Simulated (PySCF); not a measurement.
Isomers of C4H8OSi2, one GFN2-xTB conformer each. Single-point energies are computed at PBE0/pcSseg-1 (PySCF, gas phase, no added dispersion term), electronic only.

Question: Rank them by PBE0/pcSseg-1 energy, lowest first (kJ/mol).
A. `[CH:1]#[C:2][SiH2:3][O:4][SiH2:5][CH:6]=[CH2:7]` with C2–Si3–O4–Si5 36°, Si3–O4–Si5–C6 93°, O4–Si5–C6–C7 -7°
B. `[SiH3:1][SiH2:2][c:3]1[cH:4][cH:5][cH:6][o:7]1` with Si1–Si2–C3–C4 -115°

Answer: A (0.0), B (40.1).

As drawn, the lower has a C≡C bond, an Si–O bond and a C=C bond outside aromatic rings, which the higher lacks; the higher has an aromatic ring and an Si–Si bond, which the lower lacks. GFN2-xTB itself gives, in the same order: 0.0, 46.2. Both levels put the same isomer lowest.

Which frontier levels, dipoles and rotational constants go with these structures?

```tsv
SMILES	HOMO (eV, PBE0/pcSseg-1)	LUMO (eV)	dipole (D)	A, B, C (MHz)
C#C[SiH2]O[SiH2]C=C	-7.96	-0.43	0.69	3412, 858.6, 799.4
[SiH3][SiH2]c1ccco1	-6.69	-0.31	0.93	4105, 957.5, 875.8
```
